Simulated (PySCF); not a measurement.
Ionisation energy of Mo²⁺ by level of theory

Mo²⁺ [Kr] 4d4 (5D) → Mo³⁺ [Kr] 4d3 (4F), as a difference of total energies. Calculation: PySCF 2.14, in aug-cc-pVTZ-PP with ECP28MDF (6s6p5d3f2g, 88 functions); scalar relativity through the core potential. Correlated levels: valence: 4s2 4p6 frozen. The calculations carry no spin-orbit coupling.

```
           method  ionisation energy (eV)
              UHF                  26.064
    MP2 (valence)                  26.599
SCS-MP2 (valence)                  26.243
   CCSD (valence)                  26.662
CCSD(T) (valence)                  26.671
```

Q: How much does correlation contribute at CCSD(T) (valence)?

A: 26.671 − (26.064) = 0.607 eV, measured against UHF.

The reference lies between the lowest fine-structure levels, while these numbers refer to the centres of the terms.

Errors of the correlated levels include the incompleteness of this basis and the frozen core.

For comparison: 27.13 ± 0.12 eV (semi-empirical (NIST evaluation); NIST Atomic Spectra Database, ionization energies).
